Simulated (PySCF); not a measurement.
# Computed properties of TeFI, SMILES F[Te]I

TeFI, SMILES F[Te]I. Coordinates come from a B3LYP-D3(BJ)/def2-TZVP optimisation. The def2 effective core potentials stand for the cores of I, Te; spin–orbit coupling is left out. Other conformers were not sampled. All values are computed for the isolated molecule unless a solvent is named; none is compared with measurement here.

**Structure.** The optimised structure has Cs symmetry. All 3 harmonic modes at B3LYP-D3(BJ)/def2-TZVP (PySCF) are real, so it is a minimum. With heavy atoms numbered as in [Te:1]([F:2])[I:3], the shortest bond between them is Te1–F2 at 1.927 Å and the longest Te1–I3 at 2.694 Å.

**Vibrations.** The strongest infrared lines (harmonic, unscaled, degenerate partners summed) lie at 594 cm⁻¹ (81 km/mol, F 87 %, Te 13 %), 210 cm⁻¹ (11 km/mol, Te 53 %, I 45 %), 132 cm⁻¹ (2 km/mol, F 79 %, I 15 %). The softest mode is at 132 cm⁻¹ and the zero-point energy is 1.3 kcal/mol.

**Electronic structure.** M06-2X/def2-TZVPD (PySCF) places the frontier levels at -7.73 and -2.23 eV, a gap of 5.50 eV, and gives a dipole moment of 2.21 D and a mean polarisability of 75.8 bohr³.

**Excitations.** TDA-B3LYP/def2-SVPD (PySCF) has S1 at 2.01 eV (615 nm, f = 0.001, dark); the most intense of the 10 singlets computed lies at 6.44 eV (f = 0.33). T1 (TDA) is at 1.41 eV, 0.60 eV under S1.
